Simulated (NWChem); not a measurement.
**Lowest excitation of BrClSi**

```
Si
Cl 1 2.0901
Br 1 2.2585 2 101.79
```
Charge 0, spin multiplicity 1.

Program: NWChem. Structure: optimised with PBE0/def2-SVP, a minimum by its harmonic frequencies.

Basis set: def2-SVPD.

The Hamiltonian is non-relativistic. The correlated methods keep 19 core orbitals frozen. The structure started from a generated list of species. Coupled-cluster values serve here as a point of comparison, not as the truth.

Task: One of these methods gave a lowest vertical singlet excitation energy of 3.40 eV. Which?
A. EOM-CCSD
B. CIS
C. TD-PBE

Result: C, TD-PBE. The others give 3.74 (EOM-CCSD), 4.01 (CIS).
